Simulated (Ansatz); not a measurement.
Born–Oppenheimer molecular dynamics of AlFH2O2 (6 atoms, charge 0, multiplicity 1). It starts from a relaxed structure.

All numbers below come from Ansatz 0.2.0, RKS PBE/6-31G*.

* ensemble: NVT, Langevin thermostat
* time step: 0.5 fs
* steps asked: 500
* set temperature: 3000 K
* friction: 0.001 /fs
* seed: 17726

First frame:

```xyz
6
Properties=species:S:1:pos:R:3
Al 0.049 -0.205 0.073
F -0.172 0.175 1.677
O 1.649 -0.305 -0.536
H 1.730 -0.529 -1.481
O -1.287 -0.496 -0.968
H -2.179 -0.440 -0.582
```

Q: How far do the bonds stretch over the last three quarters of this one trajectory? (Pairs bonded in most of those frames.)

A: 
| bond | mean (Å) | spread (Å) | shortest | longest |
| --- | --- | --- | --- | --- |
| Al1–F2 | 1.705 | 0.105 | 1.50 | 1.91 |
| Al1–O3 | 1.724 | 0.049 | 1.62 | 1.83 |
| Al1–O5 | 1.756 | 0.085 | 1.60 | 1.96 |
| O3–H4 | 0.985 | 0.024 | 0.93 | 1.06 |
| O5–H6 | 0.990 | 0.061 | 0.88 | 1.09 |

Pairs bonded in part of these frames only: Al1–H4 7 %.

Mean temperature of the second half: 1508 K. The mean temperature of the second half is 50 % below the set value. A run of 0.25 ps of so small a system gives no equilibrium averages.

Time of the run: 6 min on 1 thread of Intel(R) Xeon(R) 6975P-C (Granite Rapids), on a shared host, peak memory 0.12 GiB.
